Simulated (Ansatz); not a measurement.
Ansatz (a program for electronic structure) input (SVWN5/6-31G*):

Ansatz 0.2 input:
```yaml
crystal:
  periodic: [false, false, false]
  atoms:
    - {symbol: C, position_ang: [-1.82422400, -0.00727500, -0.06648000]}
    - {symbol: C, position_ang: [-0.54561500, 0.31879700, -0.02996500]}
    - {symbol: C, position_ang: [0.69460200, -0.03732300, 0.02657300]}
    - {symbol: O, position_ang: [1.85279800, -0.16939700, 0.07307400]}
    - {symbol: H, position_ang: [-2.60217500, 0.74973500, -0.11870600]}
    - {symbol: H, position_ang: [-2.16878700, -1.03975800, -0.04665000]}
basis:
  gaussian:
    orbitals: 6-31G*
hamiltonian:
  xc: {name: SVWN5}
output: {forces: true}
```

Output:

```
Functional definition: SVWN5
integrals: 0.02 GiB planned
708 factors; their error is unknown
mean field: 0.12 GiB planned
mean field evaluation 1: about -5139.2560 eV, gradient 4.8e1 eV
mean field evaluation 2: about -5133.8879 eV, gradient 6.9e1 eV
mean field evaluation 4: about -5144.2560 eV, gradient 9.8e0 eV
mean field evaluation 8: about -5144.5190 eV, gradient 1.5e-1 eV
mean field evaluation 16: about -5144.4780 eV, gradient 2.6e-4 eV
mean field -5144.47802965 eV, -189.0560805371 hartree, gradient 2.4e-5 eV, S^2 0.000000; 0 other end points of the search recorded, 0 dependent functions left out
the calculation of the forces begins
reference -5144.47804578 eV, -189.0560811301 hartree; 14, 14 occupied and 50, 50 virtual orbitals, 708 factors
Total energy: -5144.47804578 eV, -189.0560811301 hartree
Atom 0 at    -1.824224    -0.007275    -0.066480 Å, force     0.107605     0.054415     0.002226 eV/Å
Atom 1 at    -0.545615     0.318797    -0.029965 Å, force    -0.027511     0.193517    -0.007084 eV/Å
Atom 2 at     0.694602    -0.037323     0.026573 Å, force    -1.004599     0.044655    -0.038139 eV/Å
Atom 3 at     1.852798    -0.169397     0.073074 Å, force     1.544094    -0.156702     0.061387 eV/Å
Atom 4 at    -2.602175     0.749735    -0.118706 Å, force    -0.412459     0.364631    -0.026536 eV/Å
Atom 5 at    -2.168787    -1.039758    -0.046650 Å, force    -0.207132    -0.500515     0.008147 eV/Å
Dipole moment:    -0.466676    -0.114420    -0.013472 e Å
```

The geometry given is a B3LYP-D3(BJ)/def2-TZVP minimum.
